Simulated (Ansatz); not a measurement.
Cs3I2, relaxed as a doublet with UKS PBE-D4/def2-SVP in Ansatz, starting from the GFN1-xTB geometry. Force threshold 0.02 eV/Å.

In the def2 sets Cs, I take a core potential; there is no spin–orbit coupling. The relaxation made no stability test and no search for a lower SCF solution. The structure comes from a short search, and lower isomers may exist.

Start:

Cartesian coordinates in Å:
```
Cs -0.8086 0.5355 -2.2574
Cs -0.3039 -2.2460 0.9166
Cs 1.1249 1.7342 1.3451
I -2.4386 0.7331 1.0514
I 2.4262 -0.7567 -1.0556
```

(1) Estimate the energy that the relaxation releases and the steps that it takes.

(2) Does the start keep its bonding?

(3) Predict the relaxed structure.

Answers

(1) 6.0 kcal/mol, in 4 steps; 13 s on 4 threads of Arm Neoverse V2 on a shared host. No frequencies were taken in this run, so the end may be a saddle point.

(2) By distances, no bond broke or formed. The bond that changes most is Cs2–I4, from 3.67 to 3.74 Å (atoms count from 1).

(3) 
Cartesian coordinates in Å:
```
Cs -0.947 0.624 -2.631
Cs -0.349 -2.635 1.071
Cs 1.298 2.013 1.565
I -2.117 0.654 0.914
I 2.115 -0.655 -0.918
```
Bond lengths (bridged metal pairs left out): 6 × Cs–I 3.73 to 3.74 Å.
